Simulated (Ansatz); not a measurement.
A run for Ansatz (a quantum-chemistry and plane-wave program): R-CCSD(T)/cc-pVDZ on BH3O3 (SMILES OB(O)O).

Ansatz 0.2 input:
```yaml
crystal:
  periodic: [false, false, false]
  atoms:
    - {symbol: B, position_ang: [-0.00003051, -0.00002434, -0.00018058]}
    - {symbol: O, position_ang: [1.36088901, 0.04200357, 0.14746952]}
    - {symbol: H, position_ang: [1.74218176, -0.82113127, 0.33484008]}
    - {symbol: O, position_ang: [-0.69527221, 1.14859155, -0.27036898]}
    - {symbol: H, position_ang: [-0.12660168, 1.92192606, -0.33418282]}
    - {symbol: O, position_ang: [-0.66565829, -1.19064220, 0.12240569]}
    - {symbol: H, position_ang: [-1.61560809, -1.10082338, -0.00018289]}
basis:
  gaussian:
    orbitals: cc-pVDZ
magnetization: {spin_polarized: false}
correlation: {method: ccsd_t, electrons: outside_noble_gas}
scf: {lower_state_search: off}
```

**Question.** Give the final energy of this run.

**Answer.** -251.8857 hartree (reference determinant -251.2129, T1 diagnostic 0.012).

**Question.** How many basis functions does it have, and what does it roughly cost on one machine?

**Answer.** 71 functions; around 5 core-seconds (rough).
